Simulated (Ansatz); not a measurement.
Mulliken charges of Cl2FISi (`F[Si](Cl)(Cl)I`) from r2SCAN/def2-TZVPP in Ansatz (PBE0-D4/def2-TZVP geometry).

```tsv
atom	x (Å)	y (Å)	z (Å)	charge (e)
F1	0.806	-0.497	1.373	-0.269
Si2	0.024	-0.092	0.063	0.716
Cl3	-1.953	-0.173	0.472	-0.178
Cl4	0.484	-1.436	-1.374	-0.178
I5	0.689	2.125	-0.575	-0.091
```

Task: By hand: the dipole of these point charges (1 e Å = 4.8032 D).

Result: Σ q r = (-0.001, 0.161, -0.111) e Å, of length 0.196 e Å = 0.94 D.

Task: How does the dipole of the full density compare? (Best estimate.)

Result: The calculation gave: (-0.025, 0.112, -0.110) e Å, 0.76 D; the point charges give 1.24 times that, at 13° from its direction.

Point charges leave out the atoms' own dipoles, such as those of lone pairs, and Mulliken's split depends on the basis, so the two needn't agree.
